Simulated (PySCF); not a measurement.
Dipole moment and polarisability of `C1CO[SiH2]O1`

Compound: C2H6O2Si.
Geometry (GFN2-xTB, Å), atoms numbered from 1 in this order:
```xyz
11
C2H6O2Si angstrom
C     -0.3860   -0.9792   -0.4659
C     -1.1106    0.1965    0.2234
O     -0.1391    1.0150    0.8079
Si     1.3597    0.7116    0.2136
O      0.9404   -0.5950   -0.6855
H     -0.3955   -1.8667    0.1758
H     -0.8454   -1.2285   -1.4255
H     -1.7935   -0.1528    1.0015
H     -1.6747    0.7834   -0.5093
H      2.2253    0.3696    1.3297
H      1.8248    1.7487   -0.6918
```

Level: B3LYP/def2-SVPD (PySCF), static field, nuclei fixed, core orbitals frozen in the response. The polarisability tensor in these axes (au):

```
x   57.48  4.56  1.55
y    4.56 51.24  0.50
z    1.55  0.50 48.71
```

Problem. Diagonalise the tensor; give its mean and Δα, where Δα² is half the sum of the squared differences of the eigenvalues.

Solution. Principal values 48.33, 48.99 and 60.11 au; mean 52.48 au = 7.78 Å³ = 8.65 × 10⁻⁴⁰ C²·m²/J; Δα = 11.46 au (22 % of the mean).

Problem. What is the dipole moment, and where does it point?

Solution. (-0.78, -0.41, -0.12) D, 0.88 D in size, pointing from the negative to the positive side. Measured along this direction, the outermost atoms are H11 and H10 at the negative end and H8 and H7 at the positive end.

Problem. What are the principal values of the traceless quadrupole moment, Θ = ½Σq(3rr − r²1), about the centre of nuclear charge?

Solution. -6.93, 0.34, 6.59 D·Å. The values depend on the origin, since the dipole doesn't vanish. The electronic extent ⟨r²⟩ about the same centre is 440 bohr², a root-mean-square distance of 1.60 Å for the 48 electrons.

Problem. How large is μ²/3kT at 250 K beside α?

Solution. In Gaussian units μ²/3kT = 7.56 Å³ against 7.78 Å³, a ratio of 0.97; the Debye molar polarisation (4π/3)N_A(α + μ²/3kT) is 38.7 cm³/mol, leaving out the vibrational part.

Problem. Molar refractivity from α?

Solution. Lorentz–Lorenz: R = (4π/3)N_A α = 2.5225 cm³/(mol·Å³) × 7.78 Å³ = 19.6 cm³/mol, in the limit of long wavelengths.

Problem. What depolarisation ratio follows for Rayleigh scattering of linearly polarised light, taking the static tensor?

Solution. ρ = 3Δα²/(45ᾱ² + 4Δα²) = 394.1/(123916 + 525.4) = 0.00317.

Problem. Find the Langevin capture rate constant for NO+ (29.998 u) meeting this molecule (90.014 u), k = 2.342 × 10⁻⁹ cm³/s × √(α in Å³ / reduced mass in u).

Solution. The reduced mass is 22.50 u, so k = 1.38 × 10⁻⁹ cm³/s. The formula leaves out the permanent dipole, which adds to the capture rate.

The structure is a single GFN2-xTB conformer in the gas phase; no vibrational or solvent corrections.
